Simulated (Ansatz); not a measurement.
Basis sets compared for SnBi₂ (the lowest singlet isomer of a short search). Total charge 0; singlet. Geometry PBE0-D4/def2-SVP. Ansatz on 4 threads of Arm Neoverse V2 on a shared host; times are rough, and most runs start from earlier orbitals.

```csv
atom,x (Å),y (Å),z (Å)
Bi1,1.444,0.348,0.710
Bi2,-1.233,1.082,0.139
Sn3,-0.211,-1.430,-0.849
```

In the def2 sets Bi, Sn take a core potential; there is no spin–orbit coupling. The structure comes from a short search, and lower isomers may exist.

Binding counts from free atoms (Bi quartet, Sn triplet) in the same basis, without a counterpoise term.

```tsv
level	functions	energy (Eh)	HOMO (eV)	LUMO (eV)	binding per atom (eV)	wall time
PBE-D4/def2-SVP	78	-643.7207	-4.79	-3.59	1.94	0.65 s
PBE-D4/def2-TZVP	150	-643.7422	-4.83	-3.63	1.98	1.2 s
r2SCAN-D4/def2-TZVP (with forces)	150	-643.9523	-5.04	-3.64	1.69	3.4 s
PBE0-D4/def2-SVP	78	-643.6706	-5.63	-3.02	1.72	1.1 s
PBE0-D4/def2-TZVP	150	-643.6890	-5.63	-3.04	1.77	2 s
```

Question: Estimate the rows for PBE-D4/def2-TZVPD, r2SCAN-D4/def2-TZVPD, PBE0-D4/def2-TZVPD.

Answer: 
```csv
level,functions,energy (Eh),HOMO (eV),LUMO (eV),binding per atom (eV),wall time
PBE-D4/def2-TZVPD,168,-643.7429,-4.84,-3.65,1.99,1.9 s
r2SCAN-D4/def2-TZVPD,168,-643.9529,-5.05,-3.65,1.69,3.6 s
PBE0-D4/def2-TZVPD,168,-643.6895,-5.64,-3.05,1.77,2.7 s
```
